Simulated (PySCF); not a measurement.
Several structures and their simulated spectra, in scrambled order.

A. `Fc1cccc2c1[C@@H]1C=C[C@H]2C1`
B. SMILES CC(=O)c1cn(C)cp1
C. SMILES CC/C(F)=P\C(C)(C)C

Spectrum 1. 1H NMR (500 MHz, computed): δ 7.33 (m, 1H), 7.20 (m, 1H), 7.19 (m, 1H), 7.17 (m, 1H), 6.94 (m, 1H), 4.09 (m, 1H), 3.76 (m, 1H), 2.42 (m, 1H), 2.29 (m, 1H). 13C{1H} NMR (computed): δ 167.2 (C), 163.2 (C), 153.5 (CH), 153.4 (CH), 143.5 (C), 131.4 (CH), 122.5 (CH), 118.2 (CH), 75.2 (CH2), 54.3 (CH), 49.4 (CH).

Spectrum 2. 1H NMR (500 MHz, computed): δ 2.89 (m, 2H), 1.33 (m, 9H), 1.30 (t, 3H). 13C{1H} NMR (computed): δ 238.7 (C), 35.9 (CH2), 35.2 (C), 31.9 (CH3), 16.7 (CH3).

Spectrum 3. 1H NMR (500 MHz, computed): δ 8.10 (m, 1H), 7.87 (m, 1H), 3.95 (s, 3H), 2.65 (s, 3H). 13C{1H} NMR (computed): δ 197.1 (C), 159.3 (CH), 152.5 (C), 141.2 (CH), 39.4 (CH3), 31.3 (CH3).

PySCF 2.14.0 with density-fitted response routines calculation with coordinates at the GFN2-xTB level and PBE0/pcSseg-1 with gauge-including orbitals; a single conformation, non-relativistic Hamiltonian, isolated molecule, equivalent nuclei averaged.

δ = σ(ref) − σ, references computed at the same level: 1H and 13C vs TMS. Splittings of carbon signals by F and P are missing where no couplings were computed. Where no couplings were computed, multiplicities follow the n + 1 count of equivalent neighbours, and m marks all less simple cases (inequivalent or close neighbours, rings, F or P nearby). Shifts are as computed. Against solution values, carbons near 30 ppm lie about +3 ppm off and those near 130 ppm about +5 ppm. Of 1211 compounds with measured shifts, 218 miss one by over three times the rms of a fit or turn the order of signals round; such compounds aren't used in these exercises.

Question: Match each spectrum to its structure.

Answer: 1–A, 2–C, 3–B.

- Spectrum 1 (A): 11 13C signals; δC 167.2 is an aromatic carbon bearing fluorine; δC 153.5 is an alkene CH.
- Spectrum 2 (C): 5 13C signals; δC 35.9 is an sp3 CH2; δC 31.9 is a methyl carbon.
- Spectrum 3 (B): 6 13C signals; δC 197.1 is a ketone carbonyl carbon; δC 159.3 is an aromatic CH next to a ring nitrogen.
